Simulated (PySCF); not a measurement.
A calculated (UHF, PySCF 2.14, x2c-TZVPPall, scalar relativity by spin-free X2C-1e) atom or ion has these occupied shells.

```
shell  electrons  orbital energy (eV)  rms radius, mean of both spins (bohr)
 1s α          1             -55891.6                                 0.0236
 1s β          1             -55891.6                                 0.0236
 2s α          1              -9471.7                                 0.0952
 2s β          1              -9471.7                                 0.0952
 2p α          3              -8401.8                                 0.0859
 2p β          3              -8401.7                                 0.0859
 3s α          1              -2166.4                                  0.245
 3s β          1              -2164.9                                  0.245
 3p α          3              -1831.8                                  0.245
 3p β          3              -1830.1                                  0.245
 3d α          5              -1397.9                                  0.225
 3d β          5              -1396.1                                  0.225
 4s α          1              -452.04                                  0.553
 4s β          1              -448.36                                  0.553
 4p α          3              -339.43                                  0.587
 4p β          3              -335.37                                  0.587
 4d α          5              -182.94                                  0.648
 4d β          5              -177.69                                  0.648
 5s α          1              -60.831                                   1.42
 5s β          1              -59.506                                   1.42
 5p α          3              -32.705                                   1.70
 5p β          3              -31.758                                   1.70
 4f α          7              -11.093                                   1.01
 4f β          5               -8.613                                   1.01
```

(1) Name the element and its charge.

Answers

(1) Ho⁺ (holmium, charge +1), in [Xe] 4f12, one real determinant (an excited configuration).
